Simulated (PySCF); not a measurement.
**input.py for NaZn⁻**

The script input.py:

```python
from pyscf import gto, scf

mol = gto.M(
    atom='Na 0 0 0; Zn 0 0 2.579',
    basis='6-31g*',
    charge=-1,
    spin=0,
    verbose=4,
)
mf = scf.RHF(mol)
mf.kernel()
mf.dip_moment()
print('orbital energies (hartree):', mf.mo_energy[..., max(0, mol.nelec[1]-3):mol.nelec[0]+3].round(4))
```

```bash
$ OMP_NUM_THREADS=1 python input.py
```

It prints (some set-up lines and the per-cycle HOMO/LUMO lines with their warnings removed):

```
PySCF version 2.14.0

[INPUT] Symbol           X                Y                Z      unit          X                Y                Z       unit  Magmom
[INPUT]  1 Na     0.000000000000   0.000000000000   0.000000000000 AA    0.000000000000   0.000000000000   0.000000000000 Bohr   0.0
[INPUT]  2 Zn     0.000000000000   0.000000000000   2.579000000000 AA    0.000000000000   0.000000000000   4.873603675253 Bohr   0.0

nuclear repulsion = 67.711702056456
number of shells = 20
number of NR pGTOs = 148
number of NR cGTOs = 52
basis = 6-31g*
ecp = {}

******** <class 'pyscf.scf.hf.RHF'> ********
method = RHF
initial guess = minao
damping factor = 0
level_shift factor = 0
DIIS = <class 'pyscf.scf.diis.CDIIS'>
SCF conv_tol = 1e-09
SCF max_cycles = 50
Initial guess from minao.
init E= -1938.9524631513
cycle= 1 E= -1939.27728477269  delta_E= -0.325  |g|= 0.146  |ddm|= 1.68
cycle= 2 E= -1939.28712383566  delta_E= -0.00984  |g|= 0.105  |ddm|= 0.668
cycle= 3 E= -1939.28860561096  delta_E= -0.00148  |g|= 0.0171  |ddm|= 0.086
cycle= 4 E= -1939.28904933525  delta_E= -0.000444  |g|= 0.00657  |ddm|= 0.12
cycle= 5 E= -1939.28912695194  delta_E= -7.76e-05  |g|= 0.00264  |ddm|= 0.0872
cycle= 6 E= -1939.28915662669  delta_E= -2.97e-05  |g|= 0.000805  |ddm|= 0.0941
cycle= 7 E= -1939.28916031421  delta_E= -3.69e-06  |g|= 0.000202  |ddm|= 0.0441
cycle= 8 E= -1939.28916052381  delta_E= -2.1e-07  |g|= 4.19e-05  |ddm|= 0.0118
cycle= 9 E= -1939.28916052859  delta_E= -4.78e-09  |g|= 1.04e-05  |ddm|= 0.00143
cycle= 10 E= -1939.28916052876  delta_E= -1.69e-10  |g|= 1.32e-06  |ddm|= 0.000105
Extra cycle  E= -1939.28916052876  delta_E= 2.27e-13  |g|= 5.98e-07  |ddm|= 1.17e-05
converged SCF energy = -1939.28916052876

WARN: System has nonzero charge -1; the dipole moment is origin-dependent.
Location of origin: [0. 0. 0.]

Dipole moment(X, Y, Z, Debye):  0.00000,  0.00000, -0.38242
orbital energies (hartree): [-0.5989 -0.1689  0.0113  0.1526  0.1526  0.1766]
```

In short: E(SCF) = -1939.289161 Eh, 10 cycles.

Hardware: Arm Neoverse V2, 1 thread, shared host. Wall time 0.93 s, peak memory 0.11 GiB.

The basis has no diffuse functions, which an anion needs. Stability towards an unrestricted solution was not tested. The bond length is a typed value, not an optimised one. The dipole of an ion depends on the origin.
